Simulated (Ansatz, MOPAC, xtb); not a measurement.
Spectroscopic constants of CuS, multiplicity 2 (the spin of the measured ground state). No spin–orbit coupling. Cu is treated without relativity.

The constants come from a fifth-degree fit in 1/R (seven points, main isotopes). Runs in def2 and cc sets follow the lowest solution found near the PBE0 minimum.

Programs: Ansatz (a first-principles code); MOPAC for PM7 (differences of heats of formation); xtb for the GFN methods. Values without a source in brackets are computed. The GFN methods have no spin term and hold the electronic entropy of 300 K.

```json
[
 {"level": "PM7", "r_e (Å)": "2.110", "ω_e (cm⁻¹)": "427", "α_e (cm⁻¹)": "0.00070", "ω_e x_e (cm⁻¹)": "1.2", "D_e (eV)": "-", "dipole (D)": "-"},
 {"level": "GFN1-xTB", "r_e (Å)": "2.027", "ω_e (cm⁻¹)": "482", "α_e (cm⁻¹)": "0.0018", "ω_e x_e (cm⁻¹)": "3.5", "D_e (eV)": "-", "dipole (D)": "-"},
 {"level": "GFN2-xTB", "r_e (Å)": "2.126", "ω_e (cm⁻¹)": "312", "α_e (cm⁻¹)": "0.0016", "ω_e x_e (cm⁻¹)": "1.1", "D_e (eV)": "-", "dipole (D)": "-"},
 {"level": "SVWN5/def2-TZVPP", "r_e (Å)": "2.012", "ω_e (cm⁻¹)": "452", "α_e (cm⁻¹)": "0.0011", "ω_e x_e (cm⁻¹)": "1.8", "D_e (eV)": "3.72", "dipole (D)": "3.49"},
 {"level": "PBE/def2-TZVPP", "r_e (Å)": "2.061", "ω_e (cm⁻¹)": "416", "α_e (cm⁻¹)": "0.0012", "ω_e x_e (cm⁻¹)": "1.8", "D_e (eV)": "3.07", "dipole (D)": "3.68"},
 {"level": "r2SCAN/def2-TZVPP", "r_e (Å)": "2.046", "ω_e (cm⁻¹)": "425", "α_e (cm⁻¹)": "0.0012", "ω_e x_e (cm⁻¹)": "1.8", "D_e (eV)": "3.07", "dipole (D)": "4.04"},
 {"level": "B97M-V/def2-TZVPP", "r_e (Å)": "2.066", "ω_e (cm⁻¹)": "411", "α_e (cm⁻¹)": "0.0012", "ω_e x_e (cm⁻¹)": "1.8", "D_e (eV)": "2.97", "dipole (D)": "3.93"},
 {"level": "B3LYP/def2-TZVPP", "r_e (Å)": "2.097", "ω_e (cm⁻¹)": "384", "α_e (cm⁻¹)": "0.0011", "ω_e x_e (cm⁻¹)": "1.6", "D_e (eV)": "2.66", "dipole (D)": "4.02"},
 {"level": "PBE0/def2-TZVPP", "r_e (Å)": "2.084", "ω_e (cm⁻¹)": "394", "α_e (cm⁻¹)": "0.0011", "ω_e x_e (cm⁻¹)": "1.6", "D_e (eV)": "2.76", "dipole (D)": "4.32"},
 {"level": "BHLYP/def2-TZVPP", "r_e (Å)": "2.134", "ω_e (cm⁻¹)": "370", "α_e (cm⁻¹)": "0.00097", "ω_e x_e (cm⁻¹)": "1.3", "D_e (eV)": "2.40", "dipole (D)": "4.81"},
 {"level": "CAM-B3LYP/def2-TZVPP", "r_e (Å)": "2.088", "ω_e (cm⁻¹)": "394", "α_e (cm⁻¹)": "0.0011", "ω_e x_e (cm⁻¹)": "1.4", "D_e (eV)": "2.68", "dipole (D)": "4.37"},
 {"level": "wB97X-V/def2-TZVPP", "r_e (Å)": "2.090", "ω_e (cm⁻¹)": "396", "α_e (cm⁻¹)": "0.0010", "ω_e x_e (cm⁻¹)": "1.3", "D_e (eV)": "2.88", "dipole (D)": "4.76"},
 {"level": "wB97M-V/def2-TZVPP", "r_e (Å)": "2.092", "ω_e (cm⁻¹)": "392", "α_e (cm⁻¹)": "0.0011", "ω_e x_e (cm⁻¹)": "1.4", "D_e (eV)": "2.90", "dipole (D)": "4.57"},
 {"level": "B2PLYP/def2-TZVPP", "r_e (Å)": "2.083", "ω_e (cm⁻¹)": "391", "α_e (cm⁻¹)": "0.0011", "ω_e x_e (cm⁻¹)": "1.5", "D_e (eV)": "-", "dipole (D)": "-"}
]
```

D_e counts from each atom's lowest state at the same level, without counterpoise or zero-point energy.

Correlated levels freeze the inner cores; with def2 sets outer-core shells near the valence are correlated too. The state that PM7 reach isn't checked; PM7 holds dispersion and hydrogen-bond terms.

Measured for the ground state: ω_e 413.4 cm-1, ω_e x_e 1.65 cm-1 [Huber and Herzberg (1979), NIST Chemistry WebBook]. D_0 2.806 ± 0.15 eV (a handbook's tabulated 298 K bond energy less 3RT/2; such tables hold older values) [Luo, bond dissociation energies, CRC Handbook]. dipole 4.31 D [compilation of Liu, Meijer and Pérez-Ríos].
